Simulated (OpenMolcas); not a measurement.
Cl²⁺.

```json
{
 "Program": "OpenMolcas",
 "Basis": "ANO-L-VTZP [5s4p2d1f]",
 "Scalar Hamiltonian": "non-relativistic, point nucleus",
 "Active space": "3 electrons in 3 orbitals (3p)",
 "State averaging": "2S+1 = 4 odd, 1 root; 2S+1 = 2 odd, 8 roots",
 "Spin-orbit coupling": "state interaction with AMFI integrals over the reference wave functions, term energies averaged over their components"
}
```

Two sets of levels on these reference wave functions, in cm-1 above 3s2 3p3 4S* 3/2: one from CASSCF and one from SS-CASPT2, IPEA 0.25 Eh, imaginary shift 0.1 Eh (closed shells correlated: 2s 2p 3s).

| Level | Set 1 | Set 2 |
| --- | --- | --- |
| 3s2 3p3 4S* 3/2 | 0.0 | 0.0 |
| 3s2 3p3 2D* 3/2 | 22650 | 18940 |
| 3s2 3p3 2D* 5/2 | 22690 | 18990 |
| 3s2 3p3 2P* 1/2 | 37690 | 31930 |
| 3s2 3p3 2P* 3/2 | 37750 | 32000 |

Question: Which set is which?

Answer: Set 2 is SS-CASPT2. Its levels of the other terms of 3s2 3p3 lie at 0.84 to 0.85 of the other set's values, as expected, since terms of lower spin or lower L gain more correlation energy than the Hund ground term. Against 4 measured levels (Moore, Atomic Energy Levels, vol. I, NSRDS-NBS 35 (1971 reprint of NBS Circular 467, 1949)) the mean absolute deviation is 1500 cm-1 with it and 6200 cm-1 without; single levels miss by up to 2100 cm-1 with it.

Term energies are means over components that CASPT2 splits; among the terms shown or strongly mixed into the levels shown the widest spread is 220 cm-1 (3s2 3p3 2D*, SS-CASPT2). With the s shell closed, the reference lacks s² → p² mixing. Measured partners are found by configuration, term and J. A level has none where our copy of the source lacks it or the pairing is in doubt (some pairs that miss far off the trend of their configuration count as doubtful), and it then counts in no deviation. Levels of configurations outside the active space are missing.

* marks odd parity.
